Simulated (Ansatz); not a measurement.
Basis sets compared for the cluster Hg₂O⁺ (the lowest doublet isomer of a short search). Charge 1, multiplicity 2. Geometry PBE0-D4/def2-TZVP. Ansatz on 4 threads of Arm Neoverse V2 on a shared host; times are rough, and most runs start from earlier orbitals.

| atom | x (Å) | y (Å) | z (Å) |
| --- | --- | --- | --- |
| Hg1 | 1.039 | 0.840 | -1.312 |
| Hg2 | -0.525 | -0.875 | 1.570 |
| O3 | -0.514 | 0.035 | -0.258 |

In the def2 sets Hg takes a core potential; there is no spin–orbit coupling. The structure comes from a short search, and lower isomers may exist.

```
           level  functions  energy (Eh)  HOMO (eV)  LUMO (eV)  wall time
 PBE-D4/def2-SVP         78    -381.7698     -11.58     -10.76        1 s
PBE0-D4/def2-SVP         78    -381.6717     -12.15      -9.62      1.4 s
```

Task: Estimate the rows for PBE-D4/def2-TZVP (with forces), PBE0-D4/def2-TZVP.

Result: 
```
                         level  functions  energy (Eh)  HOMO (eV)  LUMO (eV)  wall time
PBE-D4/def2-TZVP (with forces)        117    -381.8763     -11.60     -10.79      1.9 s
             PBE0-D4/def2-TZVP        117    -381.7782     -12.15      -9.69        4 s
```
